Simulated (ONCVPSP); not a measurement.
Before and after: ONCV potential for Cr (Z = 24)

- Element: chromium
- Generator: ONCVPSP 4.0.1
- Type: optimised norm-conserving Vanderbilt (ONCV)
- Functional: PBE
- Relativity: scalar-relativistic
- Frozen core: [Ar]
- Valence charge: 6
- Reference configuration: 3d5 4s1
- Partial waves: 4s: rc 2.15 bohr, ncon 3, nbas 7, qcut 3.7 1/bohr, local; p scattering state at 0.23 Ha: rc 2.30 bohr, ncon 4, nbas 8, qcut 3.5 1/bohr, 2 projectors, debl 1 Ha; 3d: rc 2.15 bohr, ncon 5, nbas 10, qcut 6.2 1/bohr, 2 projectors, debl 1.4 Ha
- Local potential: the s channel
- Core correction: Teter function, fcfact 3.75, rcfact 1.2

All-electron outer shells of the reference configuration (PBE, scalar-relativistic, ld1.x):

```csv
shell,level (eV),outermost node (bohr),outermost maximum (bohr)
3p,-45.44,0.33,0.80
4s,-4.01,1.12,2.74
3d,-2.91,–,0.84
```

Change: d: nproj 1.

Cutoffs: the cutoffs (Ha) at which the residual kinetic energy of the hardest occupied pseudo-wave falls to 1 and 0.1 mHa per electron; they do not see the model core or the augmentation charge, which bear on the density cutoff. Errors are all-electron minus pseudo energies relative to the spin-unpolarised reference configuration.

**Question.** What does the change do?

**Answer.** The potential gets neither clearly harder nor softer (19 Ha and 70 Ha → 19 Ha and 70 Ha); both files keep a bound ghost (p); the errors of the 3 common tests hardly move; the range in which the d phases agree narrows (upper end 4.0 → 0.2).

```csv
quantity,base,changed
"cutoff, loose",19 Ha,19 Ha
"cutoff, tight",70 Ha,70 Ha
bound ghosts,p,p
GHOST(+) flags under 300 eV,none,none
tests with a reliable result,3 of 4,3 of 4
"error for 3d5 4s0, meV [ΔE 6.90 eV]",+20,+20
"error for 3d4 4s0, meV [ΔE 22.95 eV]",+71,-78
"error for 3d5 4s0 4p1, meV [ΔE 3.12 eV]",+5.6,+5.6
s: phases at 2.18 bohr within 0.05 rad from the reference energy up to (Ha; the scan ends near 5),2.2,2.2
p: phases at 2.34 bohr within 0.05 rad from the reference energy up to (Ha; the scan ends near 5),4.0,4.0
d: phases at 2.18 bohr within 0.05 rad from the reference energy up to (Ha; the scan ends near 5),4.0,0.2
"rms error of d²Exc/dni dnj with the model core, mHa",5.53,5.52
```

 A true bound ghost makes a file unfit for plane-wave use even where its test errors are small: the radial tests pick states by their node count and pass the ghost by.
